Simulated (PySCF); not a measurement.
F2Zn, triplet, at a GFN2-xTB geometry (such geometries of metal compounds can be far from the true shape) (a higher spin typed on purpose: for a closed-shell molecule this is an excited state); B3LYP/STO-3G (PySCF).

Input for PySCF:
```python
from pyscf import gto, scf, dft

mol = gto.Mole()
mol.atom = '''
    Zn    0.20995006    0.40828755    0.42605197
    F    -0.50722491    0.14484329   -1.42347860
    F    -0.19260863   -1.50580178    0.00330538
'''
mol.basis = 'sto-3g'
mol.spin = 2
mol.verbose = 4
mol.build()

mf = dft.UKS(mol)
mf.xc = 'b3lyp'
mf.kernel()
mf.analyze()
```

Output, abridged:

```
PySCF version 2.14.0

[INPUT] verbose = 4
[INPUT] num. atoms = 3
[INPUT] num. electrons = 48
[INPUT] charge = 0
[INPUT] spin (= nelec alpha-beta = 2S) = 2
[INPUT] symmetry False subgroup None
[INPUT] Mole.unit = angstrom
[INPUT] Symbol           X                Y                Z      unit          X                Y                Z       unit  Magmom
[...]
nuclear repulsion = 162.241998839806
number of shells = 14
number of NR pGTOs = 84
number of NR cGTOs = 28
basis = sto-3g
ecp = {}

******** <class 'pyscf.dft.uks.UKS'> ********
method = UKS
initial guess = minao
damping factor = 0
level_shift factor = 0
DIIS = <class 'pyscf.scf.diis.CDIIS'>
diis_start_cycle = 1
diis_space = 8
diis_damp = 0
SCF conv_tol = 1e-09
SCF conv_tol_grad = None
SCF max_cycles = 50
direct_scf = True
direct_scf_tol = 1e-13
number electrons alpha = 25  beta = 23
XC library pyscf.dft.libxc version 7.1.2
    S. Lehtola, C. Steigemann, M. J. T. Oliveira, and M. A. L. Marques,  SoftwareX 7, 1–5 (2018)
XC functionals = b3lyp
    P. J. Stephens, F. J. Devlin, C. F. Chabalowski, and M. J. Frisch,  J. Phys. Chem. 98, 11623 (1994)
radial grids:
    Treutler-Ahlrichs [JCP 102, 346 (1995); DOI:10.1063/1.469408] (M4) radial grids

becke partition: Becke, JCP 88, 2547 (1988); DOI:10.1063/1.454033
pruning grids: <function nwchem_prune>
grids dens level: 3
symmetrized grids: False
atomic radii adjust function: <function treutler_atomic_radii_adjust>
small_rho_cutoff = 0
Set gradient conv threshold to 3.16228e-05
tot grids = 49168
init E= -1953.09167178361

cycle= 1 E= -1942.0293867593  delta_E= 11.1  |g|= 2.81  |ddm|= 4.17

cycle= 2 E= -1944.28973802423  delta_E= -2.26  |g|= 1.07  |ddm|= 4.13
cycle= 3 E= -1939.87225128697  delta_E= 4.42  |g|= 0.432  |ddm|= 4.14
cycle= 4 E= -1944.66516011515  delta_E= -4.79  |g|= 1.43  |ddm|= 4.21
cycle= 5 E= -1943.54599511295  delta_E= 1.12  |g|= 1.98  |ddm|= 1.08
cycle= 6 E= -1944.86514467923  delta_E= -1.32  |g|=  1.9  |ddm|= 1.91
cycle= 7 E= -1946.38730149104  delta_E= -1.52  |g|= 2.06  |ddm|=  1.6
cycle= 8 E= -1946.38633256901  delta_E= 0.000969  |g|= 2.06  |ddm|= 0.00313
cycle= 9 E= -1946.41460215323  delta_E= -0.0283  |g|= 2.07  |ddm|= 0.0514
cycle= 10 E= -1946.70469623257  delta_E= -0.29  |g|= 2.14  |ddm|= 0.712
cycle= 11 E= -1943.97675274524  delta_E= 2.73  |g|= 1.66  |ddm|= 1.81

cycle= 12 E= -1939.80375575466  delta_E= 4.17  |g|= 0.45  |ddm|= 4.19
cycle= 13 E= -1943.72823366209  delta_E= -3.92  |g|=  1.8  |ddm|=  4.2
cycle= 14 E= -1944.39980661212  delta_E= -0.672  |g|= 1.47  |ddm|= 0.583
cycle= 15 E= -1944.37938557115  delta_E= 0.0204  |g|= 1.52  |ddm|= 0.109
cycle= 16 E= -1944.81755517401  delta_E= -0.438  |g|= 1.49  |ddm|= 0.948
cycle= 17 E= -1944.89221922291  delta_E= -0.0747  |g|= 1.49  |ddm|= 0.337
cycle= 18 E= -1944.86214150417  delta_E= 0.0301  |g|= 1.74  |ddm|= 0.804

cycle= 19 E= -1948.62717395289  delta_E= -3.77  |g|= 2.31  |ddm|= 2.39
cycle= 20 E= -1946.83286772234  delta_E= 1.79  |g|= 2.24  |ddm|=    1

cycle= 21 E= -1939.80628857878  delta_E= 7.03  |g|= 0.427  |ddm|= 4.45
cycle= 22 E= -1945.39022779481  delta_E= -5.58  |g|= 2.26  |ddm|= 4.36
cycle= 23 E= -1944.9432117458  delta_E= 0.447  |g|=  1.5  |ddm|= 1.03
cycle= 24 E= -1944.11285965005  delta_E= 0.83  |g|=  1.6  |ddm|= 0.697
cycle= 25 E= -1945.60232317802  delta_E= -1.49  |g|= 1.81  |ddm|= 1.17

cycle= 26 E= -1943.93024366377  delta_E= 1.67  |g|=  1.9  |ddm|= 1.61
cycle= 27 E= -1944.6476511373  delta_E= -0.717  |g|= 1.51  |ddm|= 1.59
cycle= 28 E= -1944.82043455902  delta_E= -0.173  |g|=  1.4  |ddm|= 0.388
cycle= 29 E= -1944.92638041921  delta_E= -0.106  |g|=  1.7  |ddm|= 1.04

cycle= 30 E= -1939.80384169544  delta_E= 5.12  |g|= 0.444  |ddm|= 4.26

cycle= 31 E= -1944.44880010574  delta_E= -4.64  |g|= 2.12  |ddm|= 4.29

cycle= 32 E= -1944.89054807646  delta_E= -0.442  |g|= 1.95  |ddm|= 0.585
cycle= 33 E= -1945.15155536968  delta_E= -0.261  |g|= 1.67  |ddm|= 0.64
cycle= 34 E= -1944.40432954878  delta_E= 0.747  |g|= 1.81  |ddm|= 1.53
cycle= 35 E= -1944.45685439612  delta_E= -0.0525  |g|= 1.64  |ddm|= 0.277
cycle= 36 E= -1944.55031998676  delta_E= -0.0935  |g|= 1.67  |ddm|= 0.204
cycle= 37 E= -1944.14890083535  delta_E= 0.401  |g|= 2.06  |ddm|= 0.66
cycle= 38 E= -1944.74672521754  delta_E= -0.598  |g|= 1.64  |ddm|= 0.699

cycle= 39 E= -1939.80346507547  delta_E= 4.94  |g|= 0.443  |ddm|= 4.24
cycle= 40 E= -1945.30096978009  delta_E= -5.5  |g|= 1.66  |ddm|= 4.28
cycle= 41 E= -1945.13968222839  delta_E= 0.161  |g|= 1.66  |ddm|= 0.476
cycle= 42 E= -1945.18557033336  delta_E= -0.0459  |g|= 1.65  |ddm|= 0.224
cycle= 43 E= -1944.3659238892  delta_E= 0.82  |g|= 1.59  |ddm|= 0.819
cycle= 44 E= -1944.50112689659  delta_E= -0.135  |g|= 1.45  |ddm|= 0.247
cycle= 45 E= -1944.70290616902  delta_E= -0.202  |g|= 1.33  |ddm|= 0.425
cycle= 46 E= -1944.71815451781  delta_E= -0.0152  |g|= 1.32  |ddm|= 0.349
cycle= 47 E= -1944.75428401066  delta_E= -0.0361  |g|= 1.39  |ddm|= 0.51

cycle= 48 E= -1939.80374968244  delta_E= 4.95  |g|= 0.444  |ddm|= 4.22
cycle= 49 E= -1944.77418655096  delta_E= -4.97  |g|= 1.51  |ddm|= 4.23
cycle= 50 E= -1945.09024443146  delta_E= -0.316  |g|= 1.56  |ddm|= 1.05
SCF not converged.
SCF energy = -1945.09024443146 after 50 cycles  <S^2> = 2.0806602  2S+1 = 3.0533
**** SCF Summaries ****
Total Energy =                       -1945.090244431464953
Nuclear Repulsion Energy =             162.241998839806257
One-electron Energy =                -3092.543461852937980
Two-electron Energy =                  985.211218581666571
Two-electron Coulomb Energy =         1076.927504630933754
DFT Exchange-Correlation Energy =      -91.716286049267126
**** MO energy ****
                             alpha | beta                alpha | beta
[...]
To work with the spin densities directly, `use mulliken_meta_spin()` only printing them here.

 ** Mulliken spin pop alpha/beta on meta-lowdin orthogonal AOs **
 ** Mulliken Spin Density (per AO)  **
spin_pop of  0 Zn 1s       -0.00000
spin_pop of  0 Zn 2s        0.00000
spin_pop of  0 Zn 3s       -0.00000
spin_pop of  0 Zn 4s        0.00003
spin_pop of  0 Zn 2px       0.00000
spin_pop of  0 Zn 2py       0.00000
spin_pop of  0 Zn 2pz      -0.00000
spin_pop of  0 Zn 3px       0.00001
spin_pop of  0 Zn 3py       0.00008
spin_pop of  0 Zn 3pz      -0.00003
spin_pop of  0 Zn 4px       0.00870
spin_pop of  0 Zn 4py       0.05312
spin_pop of  0 Zn 4pz      -0.00325
spin_pop of  0 Zn 3dxy      0.00000
spin_pop of  0 Zn 3dyz      0.00000
spin_pop of  0 Zn 3dz^2     0.00003
spin_pop of  0 Zn 3dxz      0.00000
spin_pop of  0 Zn 3dx2-y2    0.00002
spin_pop of  1 F 1s       -0.00000
spin_pop of  1 F 2s        0.00082
spin_pop of  1 F 2px       0.88886
spin_pop of  1 F 2py      -0.08328
spin_pop of  1 F 2pz       0.27489
spin_pop of  2 F 1s        0.00000
spin_pop of  2 F 2s        0.00047
spin_pop of  2 F 2px       0.29967
spin_pop of  2 F 2py       0.49726
spin_pop of  2 F 2pz       0.06258
 ** Mulliken Spin Density (per atom)  **
spin density of  0 Zn =      0.05872
spin density of  1 F =      1.08130
spin density of  2 F =      0.85998
 ** Mulliken pop alpha/beta on meta-lowdin orthogonal AOs **
 ** Mulliken pop       alpha | beta **
[...]
In total            25.00000 | 23.00000
 ** Mulliken atomic charges   ( Nelec_alpha | Nelec_beta ) **
charge of  0Zn =     -5.52040  (    17.78956     17.73084 )
charge of  1F =      2.85886  (     3.61122      2.52992 )
charge of  2F =      2.66154  (     3.59922      2.73924 )
Dipole moment(X, Y, Z, Debye): -16.08142, -30.14261, -33.10664
```

The run did not converge; its last values are not results.
